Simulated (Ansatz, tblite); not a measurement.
Cost and result up the ladder for Ga₁₂P₁₀Br₆ (28 atoms). Total charge 0; singlet. Geometry: PBE-D4/def2-SVP.

| atom | x (Å) | y (Å) | z (Å) |
| --- | --- | --- | --- |
| P1 | -0.6320 | -3.7702 | 3.9356 |
| P2 | 1.0741 | -3.0024 | -2.4758 |
| P3 | 2.8234 | -3.5351 | 1.3663 |
| P4 | -1.5477 | -1.2960 | 0.5429 |
| P5 | -0.4393 | 0.2591 | -3.2714 |
| P6 | -1.0275 | 2.3941 | 1.7524 |
| P7 | 2.2571 | 0.4513 | -0.2046 |
| P8 | -3.7875 | 1.3117 | -1.2614 |
| P9 | -0.6854 | 4.3730 | -2.0752 |
| P10 | 1.4564 | 0.0547 | 3.1778 |
| Ga11 | -0.3314 | -2.8322 | -0.6411 |
| Ga12 | -1.8209 | 0.0721 | -1.3866 |
| Ga13 | 0.6625 | -4.0087 | 2.1088 |
| Ga14 | -3.2239 | 1.9944 | 0.9786 |
| Ga15 | 0.3469 | -1.7944 | 3.7809 |
| Ga16 | 2.7782 | -3.3041 | -0.9448 |
| Ga17 | 1.2994 | -0.6647 | -1.9975 |
| Ga18 | 2.4493 | -1.2111 | 1.4476 |
| Ga19 | 0.1559 | 0.4331 | 1.1019 |
| Ga20 | 0.3050 | 2.4117 | -2.8665 |
| Ga21 | -0.0156 | 3.6255 | 0.0931 |
| Ga22 | -2.6531 | 3.2846 | -1.5545 |
| Br23 | -0.5766 | -5.2162 | 0.2460 |
| Br24 | -4.6903 | 1.3331 | 2.6493 |
| Br25 | 4.9024 | -2.8929 | -1.7862 |
| Br26 | 2.5348 | 2.6342 | -3.4926 |
| Br27 | 2.1510 | 4.3160 | 0.5297 |
| Br28 | -3.7652 | 4.5793 | 0.2473 |

Ansatz on 11 threads of AMD EPYC 7R13 on a shared host and a whole NVIDIA H100 80GB HBM3; xTB runs through tblite on one thread. Times are rough, summed over both states, and most runs start from the orbitals of an earlier one. PBE0-D4/def2-TZVP serves as the yardstick here, not as an exact answer. The other state is a triplet.

The xTB rows come from tblite. Single mean-field runs in def2-TZVP are fitted with def2-universal-jkfit.

xTB has no spin-polarisation term.

```csv
level,functions,wall time
GFN1-xTB,252,1.2 s
GFN2-xTB,252,1.9 s
PBE-D4/def2-TZVP,1234,26 s
PBE0-D4/def2-TZVP (with forces),1234,61 s
```

**Question.** Estimate what each level gives for the vertical triplet (eV).

**Answer.** 
```tsv
level	vertical triplet (eV)	difference from PBE0-D4/def2-TZVP (eV)
GFN1-xTB	2.64	0.80
GFN2-xTB	2.03	0.19
PBE-D4/def2-TZVP	1.64	-0.19
PBE0-D4/def2-TZVP (with forces)	1.83	0.00
```
